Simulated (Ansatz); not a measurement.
## Interaction energy ladder

The pair of GeH4 (SMILES [GeH4], atoms 1–5) and PH3 (SMILES P, atoms 6–9), both closed shells, in one local arrangement (a lower one may exist), relaxed at PBE0-D4/def2-TZVP:

Ge1  (0.026, -0.076, -1.912)
H2  (0.439, -0.261, -3.381)
H3  (-0.093, 1.421, -1.602)
H4  (1.099, -0.703, -1.010)
H5  (-1.320, -0.769, -1.668)
P6  (-0.357, 0.181, 1.919)
H7  (0.154, -1.090, 2.290)
H8  (-0.832, 0.465, 3.226)
H9  (0.884, 0.833, 2.138)
(Å)

Program: Ansatz 0.2.0. Basis: def2-TZVPPD, with def2-QZVPPD for the basis limit. Cores are frozen in the correlated methods. Filled d shells of the heavier atoms are correlated. The def2 sets are not built for correlating such inner shells, so the correlated values are less sure here. B3LYP uses VWN-RPA correlation. Extrapolation: Hartree–Fock as exp(−7.88 √X), correlation as X^−2.97. Interaction energies count from these two fragments, frozen as in the pair, with the counterpoise correction; negative means bound.

Q: What is the interaction energy by CCSD(T) at an estimated basis limit (MP2 extrapolated from triple and quadruple zeta, plus CCSD(T) − MP2 in triple zeta)? (Judge from chemistry; the value comes from the calculation.)

A: Computed: -4.6 kJ/mol. Hartree–Fock alone gives 3.2 kJ/mol at the basis limit, so without correlation the pair would not bind at this distance. It counts from the two fragments frozen as in the pair.

The same quantity by other methods in triple zeta, and each one's difference from that estimate:
| method | E_int (kJ/mol) | difference |
| --- | --- | --- |
| PBE-D4 | -5.9 | -1.3 |
| revPBE-D4 | -4.9 | -0.3 |
| BLYP-D4 | -4.5 | 0.1 |
| r2SCAN-D4 | -3.9 | 0.7 |
| B97M-V | -4.6 | 0.0 |
| PBE0-D4 | -5.4 | -0.9 |
| B3LYP-D4 | -4.9 | -0.3 |
| HSE06-D4 | -5.5 | -0.9 |
| wB97X-V | -4.5 | 0.0 |
| wB97M-V | -4.7 | -0.1 |
| B2PLYP | -0.3 | 4.2 |
| HF | 3.2 | 7.8 |
| MP2 | -3.8 | 0.8 |
| CCSD | -2.3 | 2.2 |
| CCSD(T) | -3.3 | 1.2 |
Differences are method less estimate.

Q: Which atoms make the shortest contact between the fragments?

A: H4 and P6, 3.39 Å apart.

Basis-set superposition shift (counterpoise-corrected less uncorrected): CCSD(T) 1.9; MP2 2.0; HF 0.4; PBE0-D4 0.4; wB97M-V 0.5 kJ/mol.

T1 diagnostic: at most 0.014.

For scale, one of the runs: CCSD(T)/def2-TZVPPD, 221 basis functions, launched by `ansatz run in.yaml --threads 4 --pin off --events-out ev --progress --plain --max-ram 9574MiB`. Time: 59 s of wall clock on 4 CPU threads of an Arm Neoverse V1; the host was shared. Peak host memory: 3.2 GiB.
